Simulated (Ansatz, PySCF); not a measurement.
Members of the series GeXY, Y = fluoro; each row names its spin state. Isolated molecules, 0 K electronic values unless said otherwise. One relaxed conformer stands for each flexible species; it need not be the lowest. Strings in code marks are SMILES.

Quantity: adiabatic spin-state energy, in kJ/mol.

Level 1: B3LYP/cc-pVTZ // B3LYP-D3(BJ)/def2-TZVP (Ansatz, a program for electronic structure)
Level 2: PBE-D3(BJ)/def2-TZVP // B3LYP-D3(BJ)/def2-TZVP (PySCF)
Level 3: PBE/cc-pVTZ // B3LYP-D3(BJ)/def2-TZVP (Ansatz)
Level 4: PBE/6-31G* // B3LYP-D3(BJ)/def2-TZVP (PySCF)

| species | level 1 | level 2 | level 3 | level 4 |
|---|---|---|---|---|
| `[BH2][Ge][F]`: multiplicity 3 minus multiplicity 1 | ? | 27.11 | 26.29 | ? |
| `O=[CH][Ge][F]`: multiplicity 3 minus multiplicity 1 | 83.2 | 60.0 | 59.9 | ? |
| `[F][Ge][Cl]`: multiplicity 3 minus multiplicity 1 | 305.0 | 293.5 | 294.3 | 296.4 |

Question: Some entries are withheld; supply them.

Answer: 
- `[BH2][Ge][F]`: multiplicity 3 minus multiplicity 1, level 1: 46.5
- `[BH2][Ge][F]`: multiplicity 3 minus multiplicity 1, level 4: 28.45
- `O=[CH][Ge][F]`: multiplicity 3 minus multiplicity 1, level 4: 63.7
